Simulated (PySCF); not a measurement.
C6H10. Atoms are numbered in the order given.

```xyz
16

C      2.6520     0.0000    -0.8733
C      2.0701     0.0000     0.5485
C      0.6065     0.0000     0.5755
C     -0.6065     0.0000     0.5755
C     -2.0701     0.0000     0.5485
C     -2.6520     0.0000    -0.8733
H      2.3220     0.8891    -1.4322
H      3.7528     0.0000    -0.8426
H      2.3220    -0.8891    -1.4322
H      2.4437     0.8805     1.1014
H      2.4437    -0.8805     1.1014
H     -2.4437     0.8805     1.1014
H     -2.4437    -0.8805     1.1014
H     -2.3220    -0.8891    -1.4322
H     -3.7528     0.0000    -0.8426
H     -2.3220     0.8891    -1.4322
```

Geometry: B3LYP-D3(BJ)/def2-SVP.

All values below come from PySCF with CAM-B3LYP/def2-TZVP.

ESP charges are fitted to the potential on shells at 1.4 to 2.0 van der Waals radii. Atomic charges (e):

```
atom  ESP fit  Mulliken
----  -------  --------
C1      -0.32     -0.33
C2       0.32     -0.23
C3      -0.23     -0.04
C4      -0.23     -0.04
C5       0.32     -0.23
C6      -0.32     -0.33
H7       0.09      0.12
H8       0.06      0.12
H9       0.09      0.12
H10      0.00      0.13
H11      0.00      0.13
H12      0.00      0.13
H13      0.00      0.13
H14      0.09      0.12
H15      0.06      0.12
H16      0.09      0.12
```

Computed Mayer and Wiberg (Löwdin basis) orders of the bonds:
```tsv
bond	Mayer	Wiberg
C1–C2	0.97	1.26
C2–C3	0.93	1.29
C3–C4	3.07	2.76
C4–C5	0.93	1.29
C5–C6	0.97	1.26
C1–H7	0.97	0.91
C1–H8	0.98	0.91
C1–H9	0.97	0.91
C2–H10	0.98	0.83
C2–H11	0.98	0.83
C5–H12	0.98	0.83
C5–H13	0.98	0.83
C6–H14	0.97	0.91
C6–H15	0.98	0.91
C6–H16	0.97	0.91
```
